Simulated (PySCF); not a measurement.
**Stretching CoN⁺**

Set-up: Co def2-TZVPPD, N def2-TZVPPD; no relativity (PySCF 2.14). Energies in eV from Co⁺ (3d8) + N in their ground configurations at the same level. State: doublet, unpaired electrons π ↑↑, δ ↓.

```json
{"R (Å)": "1.616", "UHF-CCSD": "-0.2236"}
{"R (Å)": "1.688", "UHF-CCSD": "-0.3970"}
{"R (Å)": "1.742", "UHF-CCSD": "-0.4759"}
{"R (Å)": "1.796", "UHF-CCSD": "-0.5243"}
{"R (Å)": "1.850", "UHF-CCSD": "-0.5507"}
{"R (Å)": "1.922", "UHF-CCSD": "-0.5622"}
{"R (Å)": "2.011", "UHF-CCSD": "-0.5518"}
{"R (Å)": "2.119", "UHF-CCSD": "-0.5177"}
```

Q: Put a parabola through the three lowest points of the UHF-CCSD curve and estimate Re, k and ωe (reduced mass 11.31 u; 1 eV/Å² = 0.16022 mdyn/Å; ωe = 1302.8·√(k/μ) cm⁻¹).

A: Through R = 1.85, 1.922, 2.011 Å the second-order coefficient is 1.72 eV/Å², so Re ≈ 1.932 Å, k ≈ 0.550 mdyn/Å and ωe ≈ 287 cm⁻¹. A polynomial fit of higher order to the unrounded UHF-CCSD energies gives Re = 1.926 Å, k = 0.542 mdyn/Å, ωe = 285 cm⁻¹; anharmonicity and rounding make the difference.

The higher-order fit for each curve: UHF-CCSD: Re = 1.926 Å, ωe = 285 cm⁻¹, De = 0.56 eV.

Correlated steps freeze 6 core orbitals. For an ion De counts to the pair picked by the measured ionisation energies or electron affinities, which need not be the lowest pair at this level. The state is the lowest single determinant that the PBE0 search found; with open d or f shells the true ground state can be another one.
